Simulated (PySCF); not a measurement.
`C=C(S[SiH3])C(=O)O`. Structure optimised with GFN2-xTB, isolated species.

```
atom  x, y, z in Å
C1    -1.7529    1.3943   -0.5968
C2    -0.6647    0.6988   -0.2382
S3     0.8698    1.4635    0.0984
Si4    2.2519   -0.1531    0.5970
C5    -0.7013   -0.7618   -0.1022
O6     0.2516   -1.4415    0.2262
O7    -1.8789   -1.3171   -0.3685
H8    -2.6865    0.9001   -0.7969
H9    -1.7107    2.4640   -0.6902
H10    2.5180   -0.9634   -0.5780
H11    3.4101    0.7256    0.7978
H12    1.9145   -0.7284    1.8864
H13   -1.8252   -2.2803   -0.2529
```

**Question.** What is the longest distance between nuclei?

**Answer.** H8···H11, 6.30 Å; the next longest distance is 6.13 Å.

**Question.** How far are the heavy atoms from their best plane (unweighted least squares)?

**Answer.** 0.009 Å rms; none is more than 0.014 Å off.

**Question.** Where is the centre of mass (commonest isotopes), and what is the radius of gyration?

**Answer.** Mass 133.986 u; centre at (0.216, 0.108, 0.050) Å; Rg = √(Σ m r²/M) = 1.938 Å. As Ia + Ib + Ic = 2 Σ m r², the three principal moments sum to 1006.8 u·Å².

**Question.** What are the angles C1–C2–S3, S3–C2–C5, C2–S3–Si4, H10–Si4–H11, S3–Si4–H12?

**Answer.** From the scalar product of the two bond vectors; for C1–C2–S3 it is -1.2587 Å² over 1.3403 × 1.7472 Å², cos θ = -0.5375. C1–C2–S3 122.5°; S3–C2–C5 116.1°; C2–S3–Si4 106.0°; H10–Si4–H11 107.5°; S3–Si4–H12 110.4°.

**Question.** How far apart are these pairs, which share no bond: C2···Si4, C2···H11, S3···H11, C5···H9, O6···H10, H10···H13?

**Answer.** C2···Si4 3.151 Å (2 bonds apart); C2···H11 4.205 Å (3 bonds apart); S3···H11 2.736 Å (2 bonds apart); C5···H9 3.431 Å (3 bonds apart); O6···H10 2.452 Å (5 bonds apart); H10···H13 4.550 Å (6 bonds apart).

The point group is Cs within 0.08 Å; differences among equivalent distances and angles are scatter left by the optimiser. GFN2-xTB frequencies: not computed here. One conformer, not necessarily the lowest.
